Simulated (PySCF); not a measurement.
**Telling isomers of C5H11ClOSi apart by NMR**

Method: NMR shieldings at PBE0/pcSseg-1/GIAO, geometry from GFN2-xTB, in PySCF (averaged over atoms made equivalent by symmetry, fast rotation or ring inversion, isolated molecule, single conformer, non-relativistic Hamiltonian).

References, each an isolated molecule treated in the same way: 1H (31.72 ppm) and 13C (186.93 ppm) against TMS. Where no couplings were computed, multiplicities follow the n + 1 count of equivalent neighbours, and m marks all less simple cases (inequivalent or close neighbours, rings, F or P nearby). Shifts are as computed. Against solution values, carbons near 30 ppm lie about +3 ppm off and those near 130 ppm about +5 ppm; carbons on Cl a further +6 ppm. Of 1211 compounds with measured shifts, 218 miss one by over three times the rms of a fit or turn the order of signals round; such compounds aren't used in these exercises. Carbons bonded to Cl come out too deshielded.

(1) Tabulate the signals of `CC/C=C/CO[SiH2]Cl`, `C[Si](C)(C)CC(=O)Cl` and their relative energies.

(2) What is the quickest way to tell CC/C=C/CO[SiH2]Cl from C[Si](C)(C)CC(=O)Cl?

Answers

(1) 
| SMILES | carbon types | δC | δH | E rel. (kcal/mol) |
| --- | --- | --- | --- | --- |
| CC/C=C/CO[SiH2]Cl | 2×CH 2×CH2 1×CH3 | 146.3, 134.8, 67.5, 31.9, 16.8 | 6.03 (m, 1H), 5.93 (m, 1H), 5.33 (s, 2H), 4.35 (d, 2H), 2.22 (m, 2H), 1.06 (t, 3H) | 4.9 |
| C[Si](C)(C)CC(=O)Cl | 1×C 1×CH2 3×CH3 | 180.7, 41.9, -1.2 | 2.33 (s, 2H), 0.25 (s, 9H) | 0.0 |

Energies are electronic energies at PBE0/pcSseg-1 on these geometries, without zero-point or thermal terms, each for the one conformer computed, which needn't be the lowest.

(2) Count the carbon signals: 5 against 3. The first has an alkene CH at 146.3 ppm, the second a carbonyl carbon (C) at 180.7 ppm. In the proton spectra the most deshielded non-exchanging signals are 6.03 (m, 1H) and 2.33 (s, 2H).
